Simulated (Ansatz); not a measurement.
Ideal-gas functions of C$_{2}$H$_{3}$ClNSi, SMILES `C[Si](Cl)C#N` radical at 298.15 K and 1 bar, from an Ansatz frequency run at PBE0-D4/def2-TZVP.

Molar mass 104.59 g/mol, point group C1 (symmetry number 1), electronic degeneracy 2, moments of inertia 122.251, 220.37, 321.488 u Å². Harmonic wavenumbers (cm⁻¹, unscaled): 113, 143, 156, 191, 354, 359, 512, 609, 738, 785, 813, 1268, 1433, 1439, 2298, 3052, 3141, 3157.

Use S(trans) = R[1.5 ln M + 2.5 ln T − 1.1517]; rotational temperatures θ = 24.2544 K / I; S(rot) = R[ln(√π/σ · √(T³/θAθBθC)) + 1.5]; for each mode x = 1.438777 ν̃/T, S = R[x/(eˣ − 1) − ln(1 − e⁻ˣ)] and H = RT x/(eˣ − 1); 1 cm⁻¹ = 0.0119627 kJ/mol; R = 8.31446 J/(mol·K).

Q: By hand: the entropy, in J/(mol·K).

A: Translation 166.8. Rotation: θ = 0.1984, 0.1101, 0.0754 K, giving 114.9. Vibration, mode by mode: 13.46, 11.56, 10.87, 9.28, 4.80, 4.71, 2.63, 1.82, 1.11, 0.92, 0.82, 0.13, 0.07, 0.06, 0.00, 0.00, 0.00, 0.00, in all 62.2. Electronic 5.8. Sum 349.7 J/(mol·K).

Q: By hand: H − E and G − E in kJ/mol, counted from the electronic energy.

A: Zero-point energy ½ × 20561 × 0.0119627 = 123.0; thermal vibration 10.3; translation, rotation and pV give 4 RT = 9.9. H − E = 143.2 kJ/mol, and G − E = 143.2 − 298.15 × 349.7/1000 = 38.9 kJ/mol.

Vibration gives 18 % of the entropy, 25.0 J/(mol·K) of it from the modes under 150 cm⁻¹: soft modes count most, and the harmonic formula is weakest for them. The sum counts one conformer and one mirror image; others add a mixing term.
